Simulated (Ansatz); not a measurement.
## Redistribution: CHBr2F + C2H3F3 → CHBrF2 + C2H3BrF2

Gas-phase species: CHBr2F (dibromofluoromethane) `FC(Br)Br`, singlet; C2H3F3 (1,1,2-trifluoroethane) `FCC(F)F`, singlet; CHBrF2 (bromodifluoromethane) `FC(F)Br`, singlet; C2H3BrF2 `FCC(F)Br`, singlet. The partners trade Br for F; both sit on C, so the bond types are kept.

Shapes, held fixed at every level: PBE0-D4/def2-TZVP. Flexible molecules stand in one conformer, not always the lowest. Programs: Ansatz 0.2.0. Electronic energies: no zero-point or thermal term.

| level | kind | ΔE (kJ/mol) | less CCSD(T)/def2-TZVPP |
| --- | --- | --- | --- |
| HF/def2-TZVPP | Hartree–Fock | -6.5 | -0.1 |
| PBE-D4/def2-TZVPP | GGA | -8.2 | -1.8 |
| B3LYP-D4/def2-TZVPP | global hybrid | -6.8 | -0.4 |
| PBE0-D4/def2-TZVPP | global hybrid | -8.0 | -1.6 |
| wB97M-V/def2-TZVPP | range-separated hybrid | -7.4 | -1.0 |
| wB97X-V/def2-TZVPP | range-separated hybrid | -7.0 | -0.6 |
| CCSD(T)/def2-TZVPP | coupled cluster or CI | -6.4 | 0.0 |

The highest level, CCSD(T)/def2-TZVPP, gives ΔE = -6.4 kJ/mol; the levels span -8.2 to -6.4. The column of differences is taken from that level and isn't an error. No measured value is set beside it here. Relativity is left out for Br. Outer-core shells of Br are correlated, in sets that cover them unevenly.
